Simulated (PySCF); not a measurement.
# WH₃⁺, triplet: structure and spectrum

Computed with UPBE0 in PySCF with W def2-TZVP with ECP60, H def2-TZVP; scalar-relativistic core potentials, no spin–orbit coupling; density-fitted integrals.

The structure is a minimum.

```json
{"Point group": "Cs", "Bond lengths": "W–H 1.677 Å (×3)", "Bond angles": "H–W–H 101.0°, H–W–H 104.4° (×2)", "Principal polarisabilities": "32.9, 36.5, 36.5 bohr³", "Heat capacity Cp at 298.15 K": "49.0 J/(mol K)", "Lowest empty level (α)": "-11.00 eV", "Rotational symmetry number": "1", "Dipole moment about the centre of mass": "1.76 D", "Enthalpy at 298.15 K above 0 K": "11.75 kJ/mol", "Zero-point energy": "46.4 kJ/mol", "Entropy at 298.15 K and 1 bar (electronic part: spin only)": "261.9 J/(mol K)", "Principal quadrupole moments (Buckingham, traceless) about the centre of mass": "-0.34, -0.27, 0.61 D Å", "Spin squared ⟨S²⟩": "2.024", "Highest occupied level (α)": "-14.00 eV", "Rotational constants": "3.458, 3.304, 2.418 cm⁻¹"}
```

Harmonic modes (masses in u: W 183.951, H 1.008):
```
symmetry  ω (cm⁻¹)  IR (km/mol)
      a'       379         67.2
      a'       532         14.8
     a''       592         18.0
      a'      2058         13.1
     a''      2092          9.3
      a'      2112          0.4
```

Charges (e):
| atom | Mulliken | Löwdin | polar tensor | spin (Mulliken) | Mayer order to W1 |
| --- | --- | --- | --- | --- | --- |
| W1 | 0.84 | 0.99 | 1.37 | 2.24 | – |
| H2 | 0.05 | 0.00 | -0.13 | -0.07 | 1.00 |
| H3,4 | 0.05 | 0.00 | -0.12 | -0.08 | 0.99 |

Mulliken populations on W1 (electrons outside its core potential): s 2.94, p 6.19, d 4.00, f 0.02.

Outer orbital energies (eV). α occupied: -16.98, -16.64, -16.47, -14.16, -14.00; empty: -11.00, -8.43, -8.40, -7.54. β occupied: -16.76, -16.30, -16.18; empty: -10.00, -9.01, -8.99, -7.92.

Formally W is in oxidation state +4, d2, with 2 unpaired electrons (the high-spin count). The Mulliken spin on W is 2.24. The polar-tensor charge on W, 1.37, is far below the formal one.

Other isomers or separated fragments may lie lower. Other spin states or occupations of the open shell can lie lower. Spin–orbit coupling, left out here, can matter for elements this heavy.

The final relaxation and frequency run took of the order of 2 core-minutes on a shared host.
